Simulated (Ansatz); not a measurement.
`B[C](=C)[AlH2]` and `BC(=C)CI` differ in one atom or group.

Ansatz, PBE0-D4/def2-TZVP geometries, multiplicity 1. Each molecule was computed in one conformer, which needn't be the lowest.

Elements past krypton have def2 core potentials.

```tsv
property	`B[C](=C)[AlH2]`
LUMO energy (PBE/def2-TZVPP) / eV	-3.34
LUMO energy (B3LYP/def2-TZVPP) / eV	-2.55
HOMO–LUMO gap (PBE0/def2-TZVPP) / eV	5.36
HOMO energy (ωB97M-V/def2-TZVPP) / eV	-9.90
size of the dipole moment (B3LYP/def2-TZVPP) / D	1.25
size of the dipole moment (ωB97M-V/def2-TZVPP) / D	1.23
```

(1) Give the same properties after the change, and the shifts. (Estimate.)

Results:

(1) The calculation gave: 
| property | `BC(=C)CI` | shift |
| --- | --- | --- |
| LUMO energy (PBE/def2-TZVPP) / eV | -3.21 | 0.13 |
| LUMO energy (B3LYP/def2-TZVPP) / eV | -2.44 | 0.11 |
| HOMO–LUMO gap (PBE0/def2-TZVPP) / eV | 5.04 | -0.32 |
| HOMO energy (ωB97M-V/def2-TZVPP) / eV | -9.43 | 0.47 |
| size of the dipole moment (B3LYP/def2-TZVPP) / D | 2.10 | 0.85 |
| size of the dipole moment (ωB97M-V/def2-TZVPP) / D | 2.12 | 0.89 |

With PBE0 the HOMO rises by 0.42 eV and the LUMO rises by 0.10 eV, so the gap narrows by about 0.32 eV. PBE moves the HOMO by 0.29 eV and ωB97M-V by 0.47 eV. Dipoles are sizes alone; their direction can turn.

B3LYP here is the variant with VWN-RPA as its local correlation; programs differ in this.

Spin–orbit coupling is left out; it splits and shifts lone-pair levels of the heavy atoms by tenths of an eV.
